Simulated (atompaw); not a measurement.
Reading a pseudo-wave (copper)

Columns: radius, all-electron u(r) and pseudo u(r) of the 4s shell (level -5.81 eV) of copper in the configuration [Ar] 3d9 4s2 4p0; PBE, scalar-relativistic, PAW (atompaw) scheme, atompaw 4.2.0.5.

```csv
r (bohr),all-electron,pseudo
0.113,0.1251,0.0434
0.227,0.1008,0.0872
0.340,-0.1130,0.1310
0.454,-0.2522,0.1754
0.567,-0.2710,0.2198
0.681,-0.2046,0.2648
0.794,-0.0949,0.3095
0.908,0.0305,0.3543
1.021,0.1523,0.3979
1.135,0.2639,0.4407
1.248,0.3596,0.4811
1.362,0.4402,0.5191
1.475,0.5047,0.5533
1.588,0.5553,0.5832
1.702,0.5938,0.6084
1.815,0.6211,0.6280
1.929,0.6391,0.6419
2.042,0.6491,0.6499
2.156,0.6523,0.6525
2.269,0.6499,0.6500
2.383,0.6428,0.6428
2.496,0.6319,0.6319
2.610,0.6178,0.6178
2.723,0.6013,0.6013
2.837,0.5828,0.5828
2.950,0.5630,0.5630
```

Question: How many radial nodes do the two functions have?

Answer: The all-electron 4s function has n − l − 1 = 3 (the table is too coarse to show those close to the nucleus); the pseudo-wave has 0, since the states of the same l below it are removed with the core.

Question: At about which radius was the pseudo-wave matched?

Answer: 2.35 bohr. The columns agree to 0.0005 from 2.16 bohr on; several derivatives are matched, so the curves merge somewhat inside the radius.

Question: Is the pseudo-wave norm-conserving?

Answer: No, it belongs to a PAW set: the norm inside the radius is not constrained, and the difference is carried by the augmentation charge.
